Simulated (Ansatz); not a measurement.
CdI₂⁺. Total charge 1; doublet. Geometry r2SCAN-D4/def2-TZVP, that of the neutral singlet; atoms count from 1.

```xyz
3

Cd    0.0033   -0.0003    0.0083
I    -0.3376    2.5538    0.2294
I     0.3343   -2.5535   -0.2376
```

In the def2 sets Cd, I take a core potential; there is no spin–orbit coupling. The structure comes from a short search, and lower isomers may exist.

Q: Estimate the Mulliken populations from the PBE0/def2-TZVP orbitals of Ansatz.

A: 
```json
{"atom": "Cd1", "charge (e)": "0.71", "spin (α − β)": "-0.06", "d electrons": "10.00"}
{"atom": "I2", "charge (e)": "0.14", "spin (α − β)": "0.53", "d electrons": "–"}
{"atom": "I3", "charge (e)": "0.14", "spin (α − β)": "0.53", "d electrons": "–"}
```
Mulliken values and Mayer orders depend strongly on the basis.

Q: Where does the spin sit?

A: Summed by element: Cd -0.06, I 1.06, of 1 unpaired in all. Largest on single atoms: I2 0.53, I3 0.53, Cd1 -0.06.

Q: And the Mayer bond orders between bonded heavy atoms (over 0.3)?

A: Cd1–I2 0.93 (2.59 Å); Cd1–I3 0.93 (2.59 Å). Values over 0.3 also appear between atoms too far apart for a bond (I2–I3 0.51 at 5.17 Å); they arise where an orbital or an unpaired electron spreads over both atoms.
